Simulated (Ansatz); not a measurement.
BMe2(iPr) (C5H13B). Charge 0, multiplicity 1. Geometry PBE-D4/def2-SVP, basis def2-TZVP, Ansatz.

```xyz
19

B     0.0880   -0.2884   -0.7322
C    -0.4660   -0.0438   -2.1883
H    -0.3177    1.0070   -2.5190
H    -1.5744   -0.1657   -2.1359
H    -0.0952   -0.7322   -2.9734
C     0.9693   -1.5576   -0.4182
H     1.9948   -1.3080   -0.7842
H     0.6681   -2.4527   -1.0016
H     1.0728   -1.8304    0.6508
C    -0.2759    0.7471    0.4242
C     0.9553    1.1997    1.2283
C    -1.3223    0.0839    1.3462
H    -0.7497    1.6505   -0.0229
H     1.7064    1.7104    0.5901
H     1.4644    0.3394    1.7123
H     0.6729    1.9083    2.0368
H    -1.6363    0.7760    2.1574
H    -2.2395   -0.2157    0.7967
H    -0.9150   -0.8278    1.8329
```

| run | HOMO (eV) | LUMO (eV) |
| --- | --- | --- |
| A | -7.80 | -0.25 |
| B | -10.20 | 1.96 |
| C | -6.84 | -0.89 |
| D | -6.48 | -1.28 |
| E | -6.72 | -0.88 |

Q: The runs used B97M-V, PBE, PBE0, r2SCAN, ωB97X-V. Estimate which is which.

A: A PBE0 (25 % exact exchange); B ωB97X-V (range-separated); C B97M-V (0 % exact exchange); D PBE (0 % exact exchange); E r2SCAN (0 % exact exchange). Exact exchange lowers occupied and raises empty levels; among semilocal functionals meta-GGAs tend to open the gap a little, and such runs are hard to tell apart. The gap grows from 5.20 eV (PBE) to 12.16 eV (ωB97X-V).
